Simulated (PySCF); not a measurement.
An unknown is described by computed data only.

Elements present: B, C, H, N and Si. Monoisotopic mass: 115.0989 u.

| Item | Value |
| --- | --- |
| Triplet | lowest triplet excitation (Tamm–Dancoff): 3.66 eV [TDA CAM-B3LYP/def2-SVPD] |
| 13C NMR | chemical shifts (computed TMS as zero) by class: 43.8 (2 C), 22.7 (2 C) ppm [GIAO KT2/pcSseg-1] |
| Polarisability | 101.9 au [CAM-B3LYP/def2-SVPD] |
| Dipole | 0.92 D [CAM-B3LYP/def2-SVPD] |
| NMR, other nuclei | isotropic shieldings of nuclei other than C and H, by class: -2 (1 B), 244 (1 N), 400 (1 Si) ppm [GIAO KT2/pcSseg-1] |
| Rotational structure | rotational constants A, B, C: 3.492, 1.125, 0.985 GHz [PBE0-D3(BJ)/def2-SVP] |

The electronic properties come from PySCF, for the isolated species, density fitting. Levels stand in brackets. One conformer (not necessarily the lowest) at the PBE0-D3(BJ)/def2-SVP geometry, without solvent, vibrations or thermal averaging. NMR classes are plain means over equivalent atoms (diastereotopic ones count apart unless rotation or inversion swaps them), as if these changed places fast.

Q: Which formula fits the mass and the elements?

A: C4H14BNSi (calculated 115.0989). No other formula that holds each of these elements comes within 0.0003 u with a fitting electron parity and a possible valence count.

Q: Give a SMILES that accounts for the data.

A: Numbering: `[CH3:1][B:2]([CH3:3])[SiH2:4][N:5]([CH3:6])[CH3:7]`. 4 carbons fall into 2 classes; from least to most shielded: N-methyl carbon [C6/C7] (43.8 ppm, 2 C, up to 2.8 ppm apart in this geometry), sp3 carbon bound to boron [C1/C3] (22.7 ppm, 2 C). The other shieldings belong to: -2 ppm, three-coordinate boron [B2]; 244 ppm, silicon-bound nitrogen [N5]; 400 ppm, SiH2 silicon [Si4]. The optimised geometry has point group C1 and is an asymmetric top. Structure: `CB(C)[SiH2]N(C)C`. The assignments are read from this structure; whether some other isomer fits the data as well wasn't checked.

Conformer computed: `[CH3:1][B:2]([CH3:3])[SiH2:4][N:5]([CH3:6])[CH3:7]`: C1–B2–Si4–N5 159°, B2–Si4–N5–C6 -56°.
